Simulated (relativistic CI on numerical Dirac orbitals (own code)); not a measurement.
## Tm XXIX: sensitivity of the levels to the model

Base calculation: Dirac-Coulomb-Breit CI, KLI orbitals optimised for each configuration, model QED (radiative potential, 1s self-energy scaled to tabulated hydrogen-like ionisation energies), unscaled Slater integrals.

Configurations in the expansion (outside the closed core [Ar] 3d10): 4s²4p⁶4d⁵, 4s²4p⁵4d⁶, 4s²4p⁶4d⁴4f, 4s4p⁶4d⁵4f, 4p⁶4d⁷, 4p⁵4d⁸, 4s²4p⁶4d³5s², 4s²4p⁶4d²4f5s², 4s4p⁶4d³4f5s². Double excitations out of closed p, d and f shells are left out; levels of such configurations are missing from the list, as are those of other unlisted configurations, and high levels can miss mixing partners.

Variants: (1) configuration mixing switched off; (2) non-relativistic limit. Shifts of the energy above 4s²4p⁶4d⁵ ⁶S5/2, in cm⁻¹, for the lowest level and the first level of each name with at least 55 % of one term (blank where a level changes its place among those of its configuration and J or its character, or is not in the variant):

```tsv
Level	Base	Δ(1)	Δ(2)
4s²4p⁶4d⁵ ⁶S5/2	0	0	0
4s²4p⁶4d⁵ ⁴D1/2	196799	-306	-95617
4s²4p⁶4d⁵ ²I13/2	201525	-415	-82447
4s²4p⁶4d⁵ ²G7/2	233192	-402	
4s²4p⁶4d⁵ ⁴F5/2	235037	+220	-99004
4s²4p⁶4d⁵ ²G9/2	277241	+210	-129093
4s²4p⁶4d⁵ ²H11/2	305969	+21	-159957
4s²4p⁶4d⁵ ²P3/2	328171	+424	-71188
4s²4p⁶4d⁵ ²P1/2	383476	+118	-126493
4s²4p⁵4d⁶ ⁶F°11/2	1172478	+10915	-85966
4s²4p⁵4d⁶ ⁶F°9/2	1250570	+13058	
4s²4p⁵4d⁶ ⁴H°13/2	1277579	+16201	-135266
4s²4p⁵4d⁶ ⁴I°15/2	1311474	+13829	-133347
```

At this charge energies of transitions that change n are usually good to better than 1 %, and those within a shell (Δn = 0) to a few per cent. Terms inside the open d or f shell come out 10 to 20 % too wide with unscaled integrals.

Ionisation energy from the two ground configurations alone: base 1050.21 eV. The NIST ASD value (theoretical) is 1050 eV.

LS names give the leading component of a level, which can be under half, so a name can repeat, a term be missing and a line seem to break the LS rules.
